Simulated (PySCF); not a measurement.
Molecule: dichloro(methoxy)borane, CH$_{3}$BCl$_{2}$O, net charge 0, singlet state. 
Geometry from a B3LYP-D3(BJ)/def2-TZVP (Ansatz) optimisation:
```xyz
8

B      0.0446     0.1687    -0.0755
Cl     1.1911     1.3242    -0.7458
Cl     0.6274    -1.4195     0.4519
O     -1.2366     0.5251     0.0162
C     -2.2715    -0.3134     0.5397
H     -2.0613    -0.5748     1.5764
H     -2.3585    -1.2245    -0.0517
H     -3.1954     0.2561     0.4811
```

Dispersion corrections to the total energy (kcal/mol) from the dftd3 and dftd4 libraries through PySCF: D3(BJ) without and D4 with the three-body term, each with the damping fitted for the functional named.

```
functional  D3(BJ)     D4
----------  ------  -----
BP86         -6.95    [?]
TPSSh        -4.91  -5.35
HF          -31.02    [?]
r2SCAN         [?]  -1.05
B2PLYP       -3.54  -3.05
BHLYP        -5.93  -5.35
PBE          -4.13  -4.35
```

Problem. What belongs in the gaps?

Solution. 
- BP86, D4: -5.91
- HF, D4: -15.45
- r2SCAN, D3(BJ): -1.16
